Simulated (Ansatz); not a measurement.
Consider the cleavage of the Ge–Al bond: `[AlH2][GeH3]` + `C[SeH]` → `C[Se][GeH3]` + `[AlH3]`.

Computed with Ansatz on PBE0-D4/def2-TZVP structures; ΔE is electronic, products minus reactants. CCSD(T)/CBS adds triple-zeta CCSD(T) − MP2 to the extrapolated MP2 energy (def2 sets, frozen cores). This one scheme is used for every species. For Ge, Se outer-core shells are correlated without core-valence functions, which leaves a few kJ/mol of doubt a bond. Scalar relativity is left out up to krypton.

```csv
species,CCSD(T)/CBS(def2) energy (Eh)
`[AlH2][GeH3]`,-2321.10422
`C[SeH]`,-2441.15625
`C[Se][GeH3]`,-4518.49012
`[AlH3]`,-243.78045
```

(1) Work out ΔE.

Largest T1 diagnostic among the species: 0.012.

## Answers

(1) ΔE = (-4518.49012) + (-243.78045) − (-2321.10422) − (-2441.15625) = -0.01010 Eh = -26.5 kJ/mol.

The D4 term adds −5.8 kJ/mol with B3LYP and −3.0 kJ/mol with PBE0; it sums over pairs of atoms, weighted by their polarisabilities, and B3LYP, whose exchange is more repulsive, gets the larger term. Leaving LDA and LC-ωPBE aside and taking each functional with its dispersion term where it has one, the values, not all of them listed here, spread over 13.7 kJ/mol, from B97M-V to PBE-D4. At CCSD(T), def2-SVP lies +3.1 kJ/mol from the extrapolated value and def2-TZVPP +1.1 kJ/mol.

B3LYP here is the variant with VWN-RPA as its local correlation; programs differ in this.
